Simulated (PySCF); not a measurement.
O2Si, SMILES O=[Si]=O. Coordinates come from a ωB97X-D3(BJ)/def2-TZVP optimisation.

The numbers are results of ωB97X-D3(BJ)/def2-TZVP in PySCF, not measurements.

Harmonic wavenumbers (cm⁻¹): 310, 310, 1028, 1481. Rotational constants (GHz): 6.973 (linear); symmetry number 2.

Problem. Work out the zero-point energy and the ideal-gas rigid-rotor harmonic-oscillator thermochemistry at 298.15 K and 1 atm.

Solution. ZPE = ½ Σ hcν = ½ × 3129 cm⁻¹ = 18.71 kJ/mol. H − E(el) = 29.63 kJ/mol. Entropy in J/(mol K): translation 159.83, rotation 59.03, vibration 11.82, total 230.67. G − E(el) = -39.14 kJ/mol. Cp = 44.74 J/(mol K).
